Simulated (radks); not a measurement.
Q: Radial electron density D(r) = 4 pi r^2 rho(r) of an atom or ion with 54 electrons. Method: Dirac Kohn-Sham, PBE, spin-unpolarised, spherical densities, finite nucleus; Fermi nuclear charge, rms radius of each element as measured or else 0.836 A^(1/3) + 0.57 fm; computed with a radial shooting solver on a logarithmic mesh with Libxc functionals.

r (bohr)  D(r) (e/bohr)
0.001749          5.829
0.002069          7.655
0.002428          9.864
0.00285           12.62
0.003344          16.03
0.003956          20.38
0.004642          25.34
0.005448          31.09
0.006444          37.92
0.007562          44.98
0.008874          52.27
0.0105            59.64
0.01232           65.75
0.01446           70.31
0.01697           72.71
0.02007           72.63
0.02355           70.37
0.02764           67.00
0.03269           64.11
0.03837           64.01
0.04502           67.87
0.05326           76.00
0.0625            85.26
0.07335           92.04
0.08607           92.69
0.1018            85.81
0.1195            75.59
0.1402            68.16
0.1659            68.47
0.1946            74.89
0.2284            79.39
0.2702            73.45
0.3171            57.17
0.3721            38.86
0.4367            28.15
0.5166            27.62
0.6062            30.93
0.7114            30.47
0.8415            24.12
0.9875            16.21
1.159             10.36
1.371             7.370
1.609             6.109
1.888             4.934
2.215             3.429
2.621             1.875
3.075            0.8312
3.609            0.2848
4.269           0.07715
5.01            0.05583
5.879            0.1042
6.955            0.1606
8.161            0.1741
9.578            0.1309
11.24           0.06609
13.3            0.02169
15.6           0.004886
18.31         0.0006792

What is the nuclear charge?

A: Z = 55. The innermost maximum, from 1s, lies near gamma/Z bohr with gamma = sqrt(1 - (Z/c)^2) = 0.916, here 0.0167 bohr (found: 0.0184), and its height grows with Z. The density is that of the caesium ion Cs+ in [Kr] 4d10 5s2 5p5 6d1; the configuration itself is not fixed sharply by these data, and Z only to a few units. D(r) has 5 maxima, at r = 0.0184, 0.0807, 0.230, 0.651, 7.84 bohr, and minima at 0.0357, 0.152, 0.477, 4.74 bohr, inside which lie 2.03, 11.22, 28.97, 53.07 electrons.
